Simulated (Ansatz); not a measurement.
Ansatz (a first-principles code) input (CCSD(T)/STO-3G):

Ansatz 0.2 input:
```yaml
crystal:
  periodic: [false, false, false]
  atoms:
    - {symbol: C, position_ang: [2.44116810, -0.19216837, 0.15730672]}
    - {symbol: C, position_ang: [1.13600051, -0.34054865, 0.17681168]}
    - {symbol: C, position_ang: [0.17963101, 0.67095284, -0.27108201]}
    - {symbol: C, position_ang: [-1.15330096, 0.55392386, -0.26539941]}
    - {symbol: C, position_ang: [-1.96645628, -0.61401905, 0.19048393]}
    - {symbol: H, position_ang: [3.15918071, 0.56039563, -0.13023954]}
    - {symbol: H, position_ang: [0.72984680, -1.27782440, 0.55053393]}
    - {symbol: H, position_ang: [0.61206720, 1.59514374, -0.63856568]}
    - {symbol: H, position_ang: [-1.72441387, 1.40111655, -0.63318914]}
    - {symbol: H, position_ang: [-2.64544556, -0.31835047, 0.99566787]}
    - {symbol: H, position_ang: [-2.59366026, -0.98684880, -0.62461156]}
    - {symbol: H, position_ang: [-1.35982935, -1.44247600, 0.55167869]}
basis:
  gaussian:
    orbitals: STO-3G
magnetization: {spin_polarized: true, initial_magnetization: 1}
correlation: {method: ccsd_t, electrons: outside_noble_gas}
```

Output:

```
Functional definition: HF
integrals: 0.01 GiB planned
441 factors; integrals over basis functions are off by at most 5.0e-5 eV
mean field: 0.08 GiB planned
mean field evaluation 1: about -5194.1530 eV, gradient 1.2e1 eV
mean field evaluation 2: about -5194.3554 eV, gradient 1.2e1 eV
mean field evaluation 4: about -5195.8764 eV, gradient 2.2e0 eV
mean field evaluation 8: about -5195.8280 eV, gradient 9.8e-1 eV
mean field evaluation 16: about -5196.7261 eV, gradient 4.6e-4 eV
mean field evaluation 32: about -5196.7261 eV, gradient 1.3e-4 eV
mean field evaluation 64: about -5195.6718 eV, gradient 1.7e-1 eV
mean field evaluation 96: about -5195.7726 eV, gradient 1.0e0 eV
mean field evaluation 128: about -5195.8702 eV, gradient 8.1e-2 eV
mean field evaluation 160: about -5195.8538 eV, gradient 2.3e-1 eV
mean field evaluation 192: about -5192.9886 eV, gradient 2.0e-2 eV
mean field -5196.72606421 eV, -190.9761603922 hartree, gradient 3.5e-6 eV, S^2 1.550146; 3 other end points of the search recorded, 0 dependent functions left out
5 core orbitals not correlated
reference -5196.72606421 eV, -190.9761603922 hartree; 14, 13 occupied and 13, 14 virtual orbitals, 441 factors
second order -5.82420230 eV of doubles, -0.00000000 eV of singles
coupled cluster: 0.08 GiB planned
cycle   1  -7.08745420 eV  change    -1.3e0 eV  update   1.1e-1
cycle   2  -8.06680810 eV  change   -9.8e-1 eV  update   7.3e-2
cycle   3  -8.45519891 eV  change   -3.9e-1 eV  update   4.6e-2
cycle   4  -8.61238045 eV  change   -1.6e-1 eV  update   2.4e-2
cycle   5  -8.64865022 eV  change   -3.6e-2 eV  update   1.2e-2
cycle   6  -8.65838712 eV  change   -9.7e-3 eV  update   6.0e-3
cycle   7  -8.67040882 eV  change   -1.2e-2 eV  update   3.3e-3
cycle   8  -8.67448748 eV  change   -4.1e-3 eV  update   1.9e-3
cycle   9  -8.67439961 eV  change    8.8e-5 eV  update   1.1e-3
cycle  10  -8.67567072 eV  change   -1.3e-3 eV  update   6.1e-4
cycle  11  -8.67574401 eV  change   -7.3e-5 eV  update   2.3e-4
cycle  12  -8.67566678 eV  change    7.7e-5 eV  update   1.1e-4
cycle  13  -8.67546258 eV  change    2.0e-4 eV  update   5.3e-5
cycle  14  -8.67536952 eV  change    9.3e-5 eV  update   2.8e-5
cycle  15  -8.67536550 eV  change    4.0e-6 eV  update   1.6e-5
cycle  16  -8.67540242 eV  change   -3.7e-5 eV  update   7.9e-6
cycle  17  -8.67541958 eV  change   -1.7e-5 eV  update   3.2e-6
coupled cluster: 0.08 GiB planned
perturbative correction -0.13269627 eV, -0.0048764979 hartree
Total energy: -5205.53418006 eV, -191.2998526794 hartree
```

It need not be the lowest isomer of its formula.

The determinant is spin-contaminated: <S^2> is 1.55 against 0.75 for a pure state.
